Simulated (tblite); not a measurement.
Compound: C₇H₁₁PS.
Structure used (GFN2-xTB), in Å, numbered top down from 1:
```
atom  x, y, z in Å
C1     4.1367    0.1526    0.2038
C2     2.7751   -0.0319   -0.2280
C3     1.6154   -0.1229   -0.5518
P4     0.0405   -0.5290   -1.2201
S5     0.0316   -1.9941   -2.4776
C6    -1.0666   -0.6808    0.2361
C7    -2.5414   -0.5551   -0.1828
C8    -2.5846    0.8404    0.4572
C9    -1.1855    0.6155    1.0499
H10    4.2425   -0.1528    1.2443
H11    4.7996   -0.4526   -0.4140
H12    4.4211    1.2003    0.1097
H13   -0.3608    0.7114   -1.7307
H14   -0.7924   -1.5876    0.7832
H15   -3.1937   -1.2812    0.2974
H16   -2.7165   -0.5881   -1.2600
H17   -3.3779    0.9916    1.1860
H18   -2.6207    1.6486   -0.2713
H19   -1.1849    0.4477    2.1250
H20   -0.4427    1.3787    0.8145
```

Computed with GFN2-xTB (tblite): harmonic, unscaled wavenumbers at the GFN2-xTB geometry, gas phase. Errors from tens to a few hundred cm⁻¹ against measured bands are possible. Modes of hydrogen on phosphorus can be 10 to 20 % off. One conformer, not necessarily the lowest. The optimisation stopped once no atom felt more than 0.01 eV/Å.

Lowest wavenumbers of the output (negative numbers stand for imaginary wavenumbers):
```
mode    cm-1
  1     -32.3
  2      42.4
  3      59.2
  4      67.8
  5      94.0
  6     124.5
  7     226.8
  8     235.6
  9     276.8
 10     288.7
 11     319.8
 12     345.4
 13     551.8
 14     660.3
 15     729.9
```

Problem. Is this structure a minimum?

Solution. Not by this Hessian. 1 mode is imaginary beyond 20i (32i cm⁻¹), so at this level the point lies at or near a first-order saddle. The curvature is small, so loose convergence or finite differences may be the whole cause.

Problem. Which atoms move in the imaginary mode?

Solution. 32i: H11 (methyl hydrogen) 33 %, H10 (methyl hydrogen) 33 %, H12 (methyl hydrogen) 33 %. These are shares of the mass-weighted motion.

Problem. What is the remedy?

Solution. Step along that mode in both directions, optimise again with tighter thresholds and repeat the frequencies. The zero-point energy of this point (98.8 kcal/mol) counts the 53 real modes alone, and thermal corrections from it aren't those of a minimum.
